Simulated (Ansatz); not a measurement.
The cluster Mg2F5⁻, relaxed as a singlet with RKS PBE-D4/def2-SVPD in Ansatz, starting from the GFN1-xTB geometry. Force threshold 0.02 eV/Å.

Another isomer (singlet) lies 1.00 eV lower at PBE0-D4/def2-TZVPD; other spin states weren't run for this one.

Start:

Cartesian coordinates in Å:
```
Mg 0.404 1.739 -0.013
Mg -0.432 -1.737 0.010
F 0.029 -2.589 1.426
F -0.169 0.037 -0.042
F -0.642 3.004 0.488
F -1.184 -2.532 -1.311
F 1.993 2.078 -0.558
```

**Question.** Estimate the energy that the relaxation releases and the steps that it takes.

**Answer.** 15.1 kcal/mol, in 9 steps; 11 s on 4 threads of Arm Neoverse V2 on a shared host. The force fell under the threshold at step 5, but the optimiser went on. No frequencies were taken in this run, so the end may be a saddle point.

**Question.** Does the start keep its bonding?

**Answer.** By distances, no bond broke or formed. The bond that changes most is Mg1–F7, from 1.71 to 1.82 Å (atoms count from 1).

**Question.** Predict the relaxed structure.

**Answer.** 
| atom | x (Å) | y (Å) | z (Å) |
| --- | --- | --- | --- |
| Mg1 | 0.460 | 1.843 | -0.051 |
| Mg2 | -0.464 | -1.842 | 0.051 |
| F3 | -0.034 | -2.688 | 1.606 |
| F4 | -0.015 | 0.004 | -0.001 |
| F5 | -0.818 | 2.992 | 0.552 |
| F6 | -1.258 | -2.484 | -1.457 |
| F7 | 2.129 | 2.174 | -0.701 |
Bond lengths (bridged metal pairs left out): 6 × F–Mg 1.82 to 1.90 Å.
